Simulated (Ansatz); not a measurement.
C$_{2}$H$_{6}$AlFOSi, SMILES `C=C(F)[SiH2][O][AlH2]`, relaxed with RKS PBE-D4/def2-SVP in Ansatz from a rough embedded geometry. The force threshold is 0.03 eV/Å; the program also tests the step.

Total charge 0; spin multiplicity 1.

Start:

```xyz
12

C    -2.703   -0.149    0.038
C    -1.481   -0.738   -0.255
F    -1.424   -2.021   -0.761
Si    0.100    0.170    0.126
O     1.415   -0.842   -0.357
Al    2.942    0.173   -0.019
H    -3.575   -0.717   -0.165
H    -2.712    0.834    0.410
H     0.124    1.431   -0.773
H     0.161    0.574    1.480
H     3.541    1.132   -1.172
H     3.610    0.156    1.449
```

```
         step  energy (eV)  largest force (eV/Å)  largest move (Å)
            1  -21385.2579                 3.719             0.000
            2  -21385.7138                 1.596             0.140
            3  -21385.8948                 0.556             0.161
            4  -21386.0043                 0.373             0.191
            5  -21386.0803                 0.127             0.200
            6  -21386.1164                 0.482             0.195
            7  -21386.1311                 0.970             0.195
            8  -21386.1655                 0.368             0.049
            9  -21386.1934                 0.201             0.099
           10  -21386.2289                 0.188             0.199
           11  -21386.2442                 0.338             0.195
           13  -21386.2707                 0.194             0.062
           15  -21386.2759                 0.135             0.130
           17  -21386.2819                 0.119             0.100
           19  -21386.2842                 0.081             0.118
           21  -21386.2859                 0.057             0.052
           23  -21386.2869                 0.089             0.066
           25  -21386.2880                 0.074             0.033
           27  -21386.2946                 0.153             0.196
           29  -21386.3268                 0.498             0.171
           31  -21386.4687                 0.432             0.195
33 (rejected)  -21386.3905                 1.425             0.146
35 (rejected)  -21386.5154                 0.255             0.100
           37  -21386.5293                 0.037             0.050
           39  -21386.5320                 0.091             0.064
           41  -21386.5334                 0.050             0.026
43 (rejected)  -21386.5334                 0.082             0.016
           44  -21386.5337                 0.007             0.008
```

End:

```xyz
12

C    -2.083   -0.789   -0.099
C    -0.851   -0.281   -0.046
F     0.209   -1.208   -0.350
Si   -0.071    1.431    0.351
O     1.536    1.093    0.230
Al    2.185   -0.498   -0.206
H    -2.281   -1.841   -0.359
H    -2.935   -0.129    0.123
H    -0.572    2.431   -0.653
H    -0.519    1.850    1.724
H     2.662   -0.670   -1.719
H     2.721   -1.390    1.004
```

Hardware: 4 threads of an Arm Neoverse V1 on a shared host. Wall time 80 s, peak host memory 0.19 GiB.
